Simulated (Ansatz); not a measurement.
Stepwise reaction of `BCl` with methanol, as a gas-phase model of exchange steps in deposition or etching. ΔE in kJ/mol; ΔG adds harmonic PBE0-D4 terms to CCSD(T)/CBS, at 1 bar.

Isolated molecules relaxed with PBE0-D4/def2-TZVP in Ansatz; ΔE leaves out vibrations. CBS: MP2 limit from def2 TZ/QZ plus the TZ coupled-cluster correction, frozen cores. This one scheme is used for every species. DFT in def2-TZVPP. B3LYP here is the variant with VWN-RPA as its local correlation; programs differ in this. One conformer a species, not always the lowest.

```json
{"step": "2", "reaction": "`COBCl` + CH₃OH → `COB(Cl)OC` + H₂", "PBE-D4": "-105.1", "B3LYP-D4": "-109.8", "ωB97M-V": "-110.0", "CCSD(T)/CBS": "-107.7", "ΔG(500 K)": "-102.2"}
```

(1) Give the row of step 1, `BCl` + CH₃OH → `COBCl` + H₂. (An estimate is asked.)

(2) By hand: ΔE of the 2 steps together at CCSD(T)/CBS.

## Answers

(1) Ansatz gave: 
```tsv
step	reaction	PBE-D4	B3LYP-D4	ωB97M-V	CCSD(T)/CBS	ΔG(500 K)
1	`BCl` + CH₃OH → `COBCl` + H₂	-133.2	-132.7	-131.5	-128.6	-121.3
```

(2) (-128.6) + (-107.7) = -236.3 kJ/mol, or -118.2 kJ/mol a step.

In ΔE each step is higher than the one before. All are downhill at CCSD(T)/CBS. ΔG lies between -121.3 and -102.2 kJ/mol a step. PBE-D4 differs from CCSD(T)/CBS by -4.6 to 2.6 kJ/mol a step. Isolated molecules leave out the surface, adducts and barriers. Largest T1 diagnostic: 0.012.
